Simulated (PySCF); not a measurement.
C4H7F. Atoms are numbered in the order given.

```xyz
12

C     -1.9543     0.8762    -0.4053
C     -0.7754    -0.0229    -0.7984
C     -0.1555    -0.7198     0.3784
C      1.1039    -0.5741     0.7854
F      1.9816     0.2222     0.1512
H     -2.4053     1.3483    -1.2924
H     -1.6300     1.6759     0.2792
H     -2.7439     0.3008     0.1057
H     -1.1277    -0.7825    -1.5200
H     -0.0054     0.5680    -1.3177
H     -0.7827    -1.3912     0.9741
H      1.5487    -1.0756     1.6496
```

Coordinates come from a B3LYP-D3(BJ)/def2-SVP optimisation. Other conformers were not sampled.

The numbers are results of PySCF with HF/pcSseg-1, not measurements.

GIAO shieldings, no solvent; atoms listed in one row are averaged. δ = σ(ref) − σ: ¹³C against TMS (σ = 192.6 ppm); ¹⁹F against CFCl3 (σ = 238.5 ppm); ¹H against TMS (σ = 31.99 ppm), references at their B3LYP-D3(BJ)/def2-TZVP geometries, non-relativistic.

**Question.** Estimate the chemical shifts. (The exact figures need the calculation; the answer reports its results.)

**Answer.** 
```tsv
nucleus	atoms	count	δ (ppm)
¹³C	C4	1	155.5
¹³C	C3	1	122.8
¹³C	C2	1	19.1
¹³C	C1	1	18.9
¹⁹F	F5	1	-115.1
¹H	H12	1	6.87
¹H	H11	1	5.12
¹H	H10	1	2.87
¹H	H9	1	1.86
¹H	H6, H7, H8	3	1.41
```
